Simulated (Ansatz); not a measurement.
C₂H₈FNOSi, SMILES `CN[SiH](F)OC` at its PBE0-D4/def2-TZVP geometry, where that method's forces vanish. Total charge 0; spin multiplicity 1.

```xyz
14

C    -0.6846   -2.4433    0.6251
N    -0.8191   -1.0352    0.3245
Si    0.4542    0.0282    0.0318
F     1.1967    0.5695    1.3474
O    -0.1899    1.3220   -0.7144
C     0.4263    2.5855   -0.8311
H    -1.3909   -3.0445    0.0449
H     0.3198   -2.7810    0.3582
H    -0.8331   -2.6674    1.6873
H    -1.7434   -0.6594    0.4609
H     1.5220   -0.6614   -0.7246
H    -0.3221    3.2968   -1.1839
H     0.8174    2.9327    0.1298
H     1.2467    2.5576   -1.5560
```

Question: What forces (eV/Å) does ωB97M-V/def2-TZVPP give on these atoms in Ansatz 0.2.0? (Estimate.)

Answer: The calculation gave: 
```
C1   0.023 -0.329  0.076
N2  -0.082  0.217 -0.025
Si3  0.110 -0.151 -0.184
F4   0.060  0.052  0.105
O5  -0.132 -0.149 -0.009
C6   0.141  0.299 -0.033
H7   0.065  0.051  0.055
H8  -0.074  0.020  0.019
H9   0.014  0.019 -0.102
H10  0.026 -0.009 -0.009
H11 -0.117  0.078  0.087
H12  0.077 -0.060  0.034
H13 -0.036 -0.035 -0.081
H14 -0.074 -0.001  0.066
```
